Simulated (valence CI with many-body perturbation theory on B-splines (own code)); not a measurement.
Results of a calculation; reference values are marked as such.
## Cl10+: what the settings do

Method: configuration interaction combined with many-body perturbation theory (CI+MBPT): five valence electrons over a frozen Dirac-Fock core [He], a basis of 6 s, 6 p, 5 d, 3 f, 1 g functions for each j, with the one-electron correlation potential Σ1 (screened to all orders), the two-electron term Σ2, the three-electron term Σ3, Breit, model QED; selected single and double excitations, second order for the rest, scaled by the run's own slope (own B-spline code, finite nucleus).

No measured levels were compared; by estimate levels of excited configurations hold to 0.05 to 0.15 % of their energy, terms of the ground configuration to about 0.5 %. Among the levels kept, up to 2400 cm⁻¹ of a level comes from second order outside the variational space, and about a tenth of that is noise between levels of different J, which matters for small intervals.

The reference run has the lowest level 2s²2p³ ⁴S°_3/2 and an ionisation energy of 529.676 eV. Its largest variational space holds 12121 state functions.

Changed runs:
A. factor on the speed of light 1 → 10; QED terms on → off
B. size limit of the variational space 10000 → 3000; scale of Σ1 1 → 0
C. highest l with Σ1, explicit Σ2 and valence Breit (higher l get mean screening factors) 3 → 0
D. start configuration 2s2 2p3 → 2s2 3p3 (bad on purpose)

Excitation energies of the reference run in cm⁻¹, and shifts in cm⁻¹:

| Level | Reference | A | B | C |
| --- | --- | --- | --- | --- |
| 2s²2p³ ²D°_3/2 | 89321 | +1695 | -57 | -548 |
| 2s²2p³ ²D°_5/2 | 91338 | -336 | -96 | +26 |
| 2s²2p³ ²P°_1/2 | 138673 | -1698 | -45 | -988 |
| 2s²2p³ ²P°_3/2 | 141715 | -4752 | -81 | -978 |
| 2s2p⁴ ⁴P_5/2 | 412172 | -9731 | +1027 | +1485 |
| 2s2p⁴ ⁴P_3/2 | 421422 | -18893 | +1003 | +902 |
| 2s2p⁴ ⁴P_1/2 | 426062 | -23482 | +998 | +864 |
| 2s2p⁴ ²D_3/2 | 567702 | -15530 | +954 | +1483 |
| 2s2p⁴ ²D_5/2 | 568026 | -15854 | +943 | +1691 |
| 2s2p⁴ ²S_1/2 | 662867 | -15039 | +940 | +727 |
| 2s2p⁴ ²P_3/2 | 692018 | -13501 | +960 | +3116 |
| 2s2p⁴ ²P_1/2 | 704014 | -25394 | +957 | +2559 |
| Ionisation energy (eV) | 529.676 | +0.950 | -0.220 | +0.157 |

Run D: It gave no result: the start configuration must fill the lowest shells above the core. The program said: "3p is not the lowest shell of its kind above the core".
